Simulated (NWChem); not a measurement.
Molecule: GaBrCl2; SMILES [Cl][Ga]([Br])[Cl]

Program: NWChem. Geometry: optimised at PBE-D3(BJ)/def2-SVP. Static field.

| level | isotropic polarisability (bohr³) | anisotropy (bohr³) |
|---|---|---|
| PBE/def2-SVPD | 80.7 | 34.6 |
| B3LYP/def2-SVPD | 78.1 | 32.7 |
| Hartree-Fock/def2-SVPD | 69.5 | 24.4 |
